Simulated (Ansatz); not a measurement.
C$_{2}$H$_{3}$F$_{2}$Si, SMILES `[CH]=C[SiH](F)F` radical: the same geometry under several functionals.

```yaml
crystal:
  periodic: [false, false, false]
  atoms:
    - {symbol: C, position_ang: [0.855242, 0.475060, 1.494413]}
    - {symbol: C, position_ang: [0.948744, 0.119839, 0.241936]}
    - {symbol: Si, position_ang: [-0.602361, -0.240749, -0.691934]}
    - {symbol: F, position_ang: [-0.572031, -1.723013, -1.260263]}
    - {symbol: F, position_ang: [-0.719944, 0.713377, -1.955598]}
    - {symbol: H, position_ang: [0.063696, 0.635755, 2.215125]}
    - {symbol: H, position_ang: [1.921463, 0.036923, -0.245897]}
    - {symbol: H, position_ang: [-1.802610, -0.074191, 0.146418]}
basis:
  gaussian: {orbitals: def2-TZVPP}
magnetization: {spin_polarized: true, initial_magnetization: 1}
hamiltonian: {xc: {name: r2SCAN0}, dispersion: d4}
output: {orbitals: {seedname: orbitals}}
```

```sh
$ ansatz run in.yaml --threads 4 --pin off --events-out ev --progress --plain
```

It prints (some lines left out):

```
Functional definition: r2SCAN0
1140 factors; their error is unknown
mean field evaluation 1: about -15428.0612 eV, gradient 3.9e1 eV
mean field evaluation 2: about -15427.0836 eV, gradient 4.4e1 eV
mean field evaluation 4: about -15433.5775 eV, gradient 1.9e0 eV
mean field evaluation 8: about -15433.6031 eV, gradient 2.1e-1 eV
mean field evaluation 16: about -15433.6449 eV, gradient 6.4e-4 eV
mean field -15433.64493618 eV, -567.1759901042 hartree, gradient 5.8e-5 eV, S^2 0.769646; 0 other end points of the search recorded, 0 dependent functions left out
reference -15433.64494571 eV, -567.1759904547 hartree; 24, 23 occupied and 184, 185 virtual orbitals, 1140 factors
Total energy: -15433.68856372 eV, -567.1775933869 hartree
```

Hardware: 4 threads of a server CPU on a shared host. Wall time 2.7 s, peak host memory 0.64 GiB.

Changing it to `hamiltonian: {xc: {name: LC-wPBE}, dispersion: d4}` (abridged; 1.6 s):

```
WARN the engine holds no damping parameters fitted to this dispersion correction and functional, so the run takes those fitted to pbe0 (hamiltonian.dispersion, under Limitations)
Functional definition: LC-wPBE
mean field evaluation 16: about -15431.7224 eV, gradient 7.7e-4 eV
mean field -15431.72243603 eV, -567.1053395271 hartree, gradient 6.8e-5 eV, S^2 0.767370
Total energy: -15431.85333331 eV, -567.1101499132 hartree
```

With the line `hamiltonian: {xc: lda}` (abridged; 0.7 s):

```
Functional definition: SPW92
mean field evaluation 16: about -15352.7069 eV, gradient 9.8e-4 eV
mean field -15352.70687800 eV, -564.2015713280 hartree, gradient 5.7e-5 eV, S^2 0.755625
Total energy: -15352.70691289 eV, -564.2015726101 hartree
```

The same input with `hamiltonian: {xc: {name: BHLYP}, dispersion: d4}` (abridged; 2 s):

```
Functional definition: BHLYP
mean field evaluation 16: about -15435.7268 eV, gradient 5.7e-4 eV
mean field -15435.72681693 eV, -567.2524978109 hartree, gradient 3.0e-5 eV, S^2 0.765630
Total energy: -15435.91762442 eV, -567.2595098567 hartree
```

With the line `hamiltonian: {xc: {name: wB97X-V}}` (abridged; 4 s):

```
Functional definition: wB97X-V
mean field evaluation 16: about -15434.9689 eV, gradient 4.5e-3 eV
mean field -15434.96888021 eV, -567.2246441501 hartree, gradient 6.8e-5 eV, S^2 0.759260
Total energy: -15434.96887871 eV, -567.2246440948 hartree
```

Changing it to `hamiltonian: {xc: r2scan, dispersion: d4}` and forces (abridged; 2.5 s):

```
Functional definition: r2SCAN
mean field evaluation 16: about -15434.6930 eV, gradient 1.6e-3 eV
mean field -15434.69302725 eV, -567.2145067408 hartree, gradient 5.0e-5 eV, S^2 0.762933
Total energy: -15434.73014062 eV, -567.2158706320 hartree
Atom 0 force    -0.007393     0.055328     0.193814 eV/Å
Atom 1 force    -0.028469    -0.045632    -0.152809 eV/Å
Atom 2 force    -0.016497     0.018137     0.067264 eV/Å
Atom 3 force     0.000223    -0.057063    -0.022671 eV/Å
Atom 4 force    -0.005303     0.036044    -0.049393 eV/Å
Atom 5 force     0.017006    -0.005375    -0.021602 eV/Å
Atom 6 force     0.008165    -0.000119    -0.002628 eV/Å
Atom 7 force     0.032268    -0.001319    -0.011976 eV/Å
Dipole moment:     0.024932     0.092488     0.318377 e Å
```

LC-ωPBE has ω = 0.4 bohr⁻¹; the program lends it PBE0's D4 damping.
